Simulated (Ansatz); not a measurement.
Ideal-gas functions of C3H4BF (`BCC#CF`) at 500 K and 1 bar, from an Ansatz frequency run at PBE0-D4/def2-TZVP.

Molar mass 69.87 g/mol, point group Cs (symmetry number 1), electronic degeneracy 1, moments of inertia 18.045, 238.239, 253.3 u Å². Harmonic wavenumbers (cm⁻¹, unscaled): 79, 137, 212, 345, 404, 466, 551, 685, 904, 967, 1040, 1187, 1207, 1258, 1329, 1396, 2464, 2589, 2679, 3002, 3025.

Use S(trans) = R[1.5 ln M + 2.5 ln T − 1.1517]; rotational temperatures θ = 24.2544 K / I; S(rot) = R[ln(√π/σ · √(T³/θAθBθC)) + 1.5]; for each mode x = 1.438777 ν̃/T, S = R[x/(eˣ − 1) − ln(1 − e⁻ˣ)] and H = RT x/(eˣ − 1); 1 cm⁻¹ = 0.0119627 kJ/mol; R = 8.31446 J/(mol·K).

Q: By hand: the entropy, in J/(mol·K).

A: Translation 172.6. Rotation: θ = 1.3441, 0.1018, 0.0958 K, giving 112.8. Vibration, mode by mode: 20.65, 16.11, 12.55, 8.71, 7.52, 6.47, 5.30, 3.90, 2.37, 2.06, 1.74, 1.24, 1.19, 1.05, 0.89, 0.76, 0.06, 0.04, 0.03, 0.01, 0.01, in all 92.7. Electronic 0.0. Sum 378.1 J/(mol·K).

Q: By hand: H − E and G − E in kJ/mol, counted from the electronic energy.

A: Zero-point energy ½ × 25926 × 0.0119627 = 155.1; thermal vibration 24.1; translation, rotation and pV give 4 RT = 16.6. H − E = 195.8 kJ/mol, and G − E = 195.8 − 500 × 378.1/1000 = 6.8 kJ/mol.

Vibration gives 25 % of the entropy, 36.8 J/(mol·K) of it from the modes under 150 cm⁻¹: soft modes count most, and the harmonic formula is weakest for them.
